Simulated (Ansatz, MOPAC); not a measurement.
System: SiN$_{3}$H$_{6}$, charge -1, multiplicity 1. SMILES: N[Si-](N)N

Atoms: N1, Si2, N3, N4, H5, H6, H7, H8, H9, H10. Bonds: N1-Si2, N1-H5, N1-H6, Si2-N3, Si2-N4, N3-H7, N3-H8, N4-H9, N4-H10.

Bond lengths (Å) and angles (degrees) optimised at AM1 with MOPAC; MNDO with MOPAC; HF/STO-3G with Ansatz (a first-principles code); HF/3-21G with Ansatz; HF/6-31G* with Ansatz; PBE/6-31G* with Ansatz, each started from the B3LYP-D3(BJ)/def2-TZVP structure (Ansatz) of the last column. A row stands for all coordinates that are equal there; 13 of 20 kinds are shown. 6-31G* holds six Cartesian d functions. No wavenumbers were computed at MNDO, HF/STO-3G, PBE/6-31G*, so these may be saddle points.

```json
[
 {"coordinate": "N1-Si2", "AM1": "1.733", "MNDO": "1.784", "HF/STO-3G": "1.842", "HF/3-21G": "1.838", "HF/6-31G*": "1.854", "PBE/6-31G*": "1.892", "B3LYP-D3(BJ)/def2-TZVP": "1.854"},
 {"coordinate": "N1-H5", "AM1": "0.984", "MNDO": "0.999", "HF/STO-3G": "1.035", "HF/3-21G": "1.007", "HF/6-31G*": "1.005", "PBE/6-31G*": "1.031", "B3LYP-D3(BJ)/def2-TZVP": "1.016"},
 {"coordinate": "N1-H6", "AM1": "0.985", "MNDO": "1.004", "HF/STO-3G": "1.037", "HF/3-21G": "1.013", "HF/6-31G*": "1.005", "PBE/6-31G*": "1.032", "B3LYP-D3(BJ)/def2-TZVP": "1.017"},
 {"coordinate": "Si2-N3", "AM1": "1.733", "MNDO": "1.784", "HF/STO-3G": "1.842", "HF/3-21G": "1.838", "HF/6-31G*": "1.829", "PBE/6-31G*": "1.861", "B3LYP-D3(BJ)/def2-TZVP": "1.825"},
 {"coordinate": "Si2-N4", "AM1": "1.733", "MNDO": "1.784", "HF/STO-3G": "1.842", "HF/3-21G": "1.838", "HF/6-31G*": "1.824", "PBE/6-31G*": "1.855", "B3LYP-D3(BJ)/def2-TZVP": "1.817"},
 {"coordinate": "N3-H7", "AM1": "0.984", "MNDO": "0.999", "HF/STO-3G": "1.035", "HF/3-21G": "1.007", "HF/6-31G*": "1.003", "PBE/6-31G*": "1.029", "B3LYP-D3(BJ)/def2-TZVP": "1.013"},
 {"coordinate": "N3-H8", "AM1": "0.985", "MNDO": "1.004", "HF/STO-3G": "1.037", "HF/3-21G": "1.013", "HF/6-31G*": "1.007", "PBE/6-31G*": "1.036", "B3LYP-D3(BJ)/def2-TZVP": "1.021"},
 {"coordinate": "N4-H9", "AM1": "0.984", "MNDO": "0.999", "HF/STO-3G": "1.035", "HF/3-21G": "1.007", "HF/6-31G*": "1.004", "PBE/6-31G*": "1.029", "B3LYP-D3(BJ)/def2-TZVP": "1.014"},
 {"coordinate": "N1-Si2-N3", "AM1": "110.2", "MNDO": "102.3", "HF/STO-3G": "95.1", "HF/3-21G": "99.2", "HF/6-31G*": "98.1", "PBE/6-31G*": "96.3", "B3LYP-D3(BJ)/def2-TZVP": "96.7"},
 {"coordinate": "N1-Si2-N4", "AM1": "110.2", "MNDO": "102.3", "HF/STO-3G": "95.1", "HF/3-21G": "99.2", "HF/6-31G*": "92.3", "PBE/6-31G*": "90.7", "B3LYP-D3(BJ)/def2-TZVP": "91.8"},
 {"coordinate": "N3-Si2-N4", "AM1": "110.2", "MNDO": "102.3", "HF/STO-3G": "95.1", "HF/3-21G": "99.2", "HF/6-31G*": "102.1", "PBE/6-31G*": "102.1", "B3LYP-D3(BJ)/def2-TZVP": "103.9"},
 {"coordinate": "Si2-N1-H5", "AM1": "120.5", "MNDO": "111.0", "HF/STO-3G": "108.8", "HF/3-21G": "116.2", "HF/6-31G*": "111.2", "PBE/6-31G*": "108.4", "B3LYP-D3(BJ)/def2-TZVP": "110.9"},
 {"coordinate": "Si2-N1-H6", "AM1": "121.8", "MNDO": "114.3", "HF/STO-3G": "111.5", "HF/3-21G": "119.7", "HF/6-31G*": "109.0", "PBE/6-31G*": "105.9", "B3LYP-D3(BJ)/def2-TZVP": "110.0"}
]
```

Mean signed difference of all 9 bond lengths from B3LYP-D3(BJ)/def2-TZVP: AM1 -0.054 Å, MNDO -0.026 Å, HF/STO-3G 0.016 Å, HF/3-21G -0.003 Å, HF/6-31G* -0.006 Å, PBE/6-31G* 0.023 Å.
